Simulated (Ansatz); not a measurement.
Molecule: GeBr3, charge 0, multiplicity 2. It need not be the lowest isomer of its formula. SMILES: [Br][Ge]([Br])[Br]
Geometry: optimised at B3LYP-D3(BJ)/def2-TZVP (Ansatz, an electronic-structure program).

Computed values are from Ansatz. Correlated levels leave the core frozen unless marked. UHF or UKS for open shells. Spin-orbit coupling is left out. The frozen core is the preceding noble-gas configuration, with the filled d and f shells of earlier blocks. No relativistic terms. CBS marks a two-point X^-3 extrapolation of the correlation energy; Hartree-Fock from the larger set. [CCSD(T)-MP2]/basis is that difference in the basis named.

### Question
What is the T1 diagnostic at CCSD/cc-pVQZ?

### Answer
0.014.

### Question
What is the vertical electron affinity (to the singlet; negative means unbound) at RI-MP2/CBS(aug-cc-pVTZ,aug-cc-pVQZ)+[CCSD(T)-MP2]/aug-cc-pVTZ?

### Answer
3.12 eV.

### Question
What is the vertical ionisation energy (to the singlet) at RI-MP2/CBS(aug-cc-pVTZ,aug-cc-pVQZ)+[CCSD(T)-MP2]/aug-cc-pVTZ?

### Answer
9.11 eV.

### Question
What is the dipole moment at CCSD(T)/aug-cc-pVDZ?

### Answer
0.95 D.

### Question
What is the total energy at CCSD(T)/CBS(cc-pVTZ,cc-pVQZ)?

### Answer
-9793.6731 Eh.
